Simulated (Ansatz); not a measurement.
A nudged elastic band was laid between two geometries of CH9NOSiSn (14 atoms, charge 0, multiplicity 1).

The calculation used RKS PBE0/def2-SVP (Ansatz).

```json
{
  "movable images": "5",
  "climbing image": "yes",
  "spring": "5.0 eV/Å²",
  "optimiser": "quadratic models (default)",
  "start path": "through a guess of the saddle point",
  "force threshold": "0.03 eV/Å",
  "iteration limit": "59",
  "end points": "relaxed"
}
```

First end point:

```xyz
14
Properties=species:S:1:pos:R:3
C -1.553 0.367 1.516
Sn -0.523 1.122 -0.187
O 0.938 2.219 0.609
N 0.307 -0.376 -1.298
Si 1.179 -1.767 -0.747
H -1.702 1.184 2.235
H -0.943 -0.418 1.983
H -2.526 -0.050 1.224
H -1.406 2.070 -1.317
H 1.629 2.433 -0.028
H 0.269 -0.218 -2.302
H 0.655 -3.038 -1.344
H 1.016 -1.832 0.738
H 2.648 -1.726 -1.054
```

Last end point:

```xyz
14
Properties=species:S:1:pos:R:3
C -1.577 0.353 1.499
Sn -0.566 1.093 -0.222
O 0.847 2.268 0.549
N 0.324 -0.406 -1.285
Si 1.254 -1.740 -0.693
H -1.011 -0.494 1.910
H -2.593 0.023 1.241
H -1.628 1.153 2.250
H -1.477 1.973 -1.383
H 1.532 2.491 -0.091
H 0.288 -0.275 -2.293
H 0.801 -3.048 -1.270
H 1.070 -1.783 0.791
H 2.725 -1.636 -0.974
```

Question: Which bonds break or form, and what moves?

Answer: No bond is made or broken. The dihedral H8–C1–Sn2–O3 goes from 166 to 37°.

Question: Give the energies along the band, and the barrier.

Answer: The forces met the threshold. The highest image is number 3 of 0 to 6, 3.1 kJ/mol above the ends, which have the same energy within 2 meV. A vibrational analysis at the climbing image gives one clearly imaginary mode, 96i cm⁻¹: a first-order saddle point. Another band between the same ends, with other settings, climbed to 0.002 eV only, so this may not be the lowest route.

```csv
image,path coordinate (Å),energy (kJ/mol),dihedral H8–C1–Sn2–O3 (°)
0,0.00,0.0,166
1,1.82,0.2,-131
2,3.64,1.0,-86
3,5.46,3.1,-104
4,7.40,0.8,-87
5,9.34,0.2,-29
6,11.27,0.0,37
```

Question: What is the geometry of the highest image?

Answer: 
```xyz
14
Properties=species:S:1:pos:R:3
C -1.642 0.288 1.417
Sn -0.503 1.154 -0.161
O 0.844 2.252 0.813
N 0.464 -0.272 -1.256
Si 1.198 -1.760 -0.753
H -2.718 0.349 1.203
H -1.418 0.839 2.341
H -1.358 -0.766 1.542
H -1.313 2.138 -1.314
H 1.603 2.486 0.267
H 0.562 -0.044 -2.241
H 0.229 -2.642 -0.022
H 2.366 -1.569 0.167
H 1.674 -2.485 -1.973
```

The run took 11 min on 2 threads of Intel(R) Xeon(R) Platinum 8488C (Sapphire Rapids), on a shared host, peak memory 0.41 GiB.
